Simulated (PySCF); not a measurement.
**Working out the ionisation energy of O(2+)**

O(2+) [He] 2s2 2p2 (3P) → O(3+) [He] 2s2 2p1 (2P). Computed with PySCF 2.14 in x2c-QZVPPall with one added diffuse shell each of s, p, d, f type (8s5p4d3f1g, 73 functions), with scalar relativity by spin-free X2C-1e. Frozen: nothing. Energies in hartree (1 hartree = 27.21139 eV):

```
             part  O(2+) (lower)  O(3+) (upper)
              UHF     -73.159151     -71.152318
MP2 opposite-spin      -0.087325      -0.080877
    MP2 same-spin      -0.016521      -0.005821
```

Task: What does Hartree-Fock give?

Result: (-71.152318) − (-73.159151) = 2.006833 hartree = 54.609 eV.

Task: What do MP2 and SCS-MP2 (6/5 opposite-spin, 1/3 same-spin) give?

Result: The opposite-spin parts differ by 0.175 eV and the same-spin parts by 0.291 eV. MP2: 54.609 + (0.175) + (0.291) = 55.075 eV. SCS-MP2: 54.609 + 1.2 × (0.175) + (0.291)/3 = 54.916 eV.

A first-order spin-orbit estimate adds -0.005 eV to MP2 (valence and next inner shell), giving 55.070 eV against 54.936 eV (semi-empirical (NIST evaluation); NIST Atomic Spectra Database, ionization energies).

What remains against the reference includes basis incompleteness and correlation beyond second order.
